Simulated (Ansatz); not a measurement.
System: arsine, AsH$_{3}$, charge 0, multiplicity 1. 
Geometry from a B3LYP-D3(BJ)/def2-TZVP (Ansatz, a first-principles code) optimisation:
```xyz
4

As     0.0003     0.0002     0.0708
H     -0.7759    -1.0063    -0.7723
H     -0.4876     1.1692    -0.7786
H      1.2523    -0.1682    -0.7839
```
Charge 0, spin multiplicity 1.

Basis-set convergence of Hartree-Fock and CCSD correlation energies (hartree) with Ansatz. Cores are frozen in the correlated levels unless marked. No spin-orbit coupling. The frozen core is the preceding noble-gas configuration, with the filled d and f shells of earlier blocks. No relativistic terms.

| basis | functions | E(HF) | E(corr, CCSD) |
|---|---|---|---|
| def2-SVP | 47 | -2235.65083 | -0.15327 |
| def2-TZVPP | 90 | -2235.93106 | -0.18453 |
| def2-QZVPP | 179 | -2235.97684 | -0.19330 |

Extrapolating the two largest sets (X = 3 and 4) as X^-3: E(corr) = (64·(-0.19330) - 27·(-0.18453))/37 = -0.1997 Eh, an estimate of the basis-set limit. The largest set recovers 96.8 % of it, the smallest 76.7 %.
